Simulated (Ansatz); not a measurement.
Consider the substitution at a C–Mg bond: `C[CH2][Mg][Cl]` + HBr → `CCBr` + `[MgH][Cl]`.

Calculated with Ansatz (gas phase, PBE0-D4/def2-TZVP geometries, no zero-point term in ΔE). CCSD(T)/CBS adds triple-zeta CCSD(T) − MP2 to the extrapolated MP2 energy (def2 sets, frozen cores). DFT in def2-TZVPP. B3LYP here is the variant with VWN-RPA as its local correlation; programs differ in this. HSE06 is defined as in plane-wave codes. For Br, Mg outer-core shells are correlated without core-valence functions, which leaves a few kJ/mol of doubt a bond. Scalar relativity is left out up to krypton. One conformer a species, not always the lowest.

| level | ΔE (kJ/mol) | difference from CCSD(T)/CBS |
| --- | --- | --- |
| LDA (SPW92) | 16.8 | -3.3 |
| PBE-D4 | 15.9 | -4.2 |
| BLYP-D4 | 13.7 | -6.4 |
| r2SCAN-D4 | 13.5 | -6.6 |
| B97M-V | -1.8 | -21.9 |
| PBE0-D4 | 14.1 | -6.0 |
| B3LYP-D4 | 13.0 | -7.1 |
| r2SCANh-D4 | 13.4 | -6.7 |
| HSE06-D4 | 14.3 | -5.8 |
| BHLYP-D4 | 9.5 | -10.6 |
| CAM-B3LYP-D4 | 13.2 | -6.9 |
| ωB97X-V | 9.6 | -10.5 |
| ωB97M-V | 13.9 | -6.2 |
| B2PLYP | 15.9 | -4.2 |
| PBE-QIDH | 14.8 | -5.3 |
| PBE | 17.5 | -2.6 |
| revPBE | 17.5 | -2.6 |
| BLYP | 17.6 | -2.5 |
| r2SCAN | 13.6 | -6.5 |
| PBE0 | 15.3 | -4.8 |
| B3LYP | 15.8 | -4.3 |
| r2SCAN0 | 13.3 | -6.8 |
| HSE06 | 15.4 | -4.7 |
| BHLYP | 11.7 | -8.4 |
| CAM-B3LYP | 14.4 | -5.7 |
| RPA@PBE/def2-TZVPP | 14.4 | -5.7 |
| MP2/def2-SVP | 26.2 | 6.1 |
| CCSD/def2-SVP | 24.5 | 4.4 |
| CCSD(T)/def2-SVP | 24.6 | 4.5 |
| HF/def2-TZVPP | 1.0 | -19.1 |
| MP2/def2-TZVPP | 18.3 | -1.8 |
| SCS-MP2/def2-TZVPP | 14.5 | -5.6 |
| CCSD/def2-TZVPP | 16.0 | -4.1 |
| CCSD(T)/def2-TZVPP | 16.6 | -3.5 |
| HF/def2-QZVPP | 1.2 | -18.9 |
| MP2/def2-QZVPP | 20.4 | 0.3 |
| SCS-MP2/def2-QZVPP | 16.4 | -3.7 |
| HF/CBS(def2) | 1.3 | -18.8 |
| MP2/CBS(def2) | 21.8 | 1.7 |
| CCSD/CBS(def2) | 19.5 | -0.6 |
| CCSD(T)/CBS | 20.1 | 0 |

Largest T1 diagnostic among the species: 0.008.

At CCSD(T), def2-SVP lies +4.5 kJ/mol from the extrapolated value and def2-TZVPP −3.5 kJ/mol. Leaving LDA and LC-ωPBE aside and taking each functional with its dispersion term where it has one, the values spread over 17.7 kJ/mol, from B97M-V to B2PLYP.
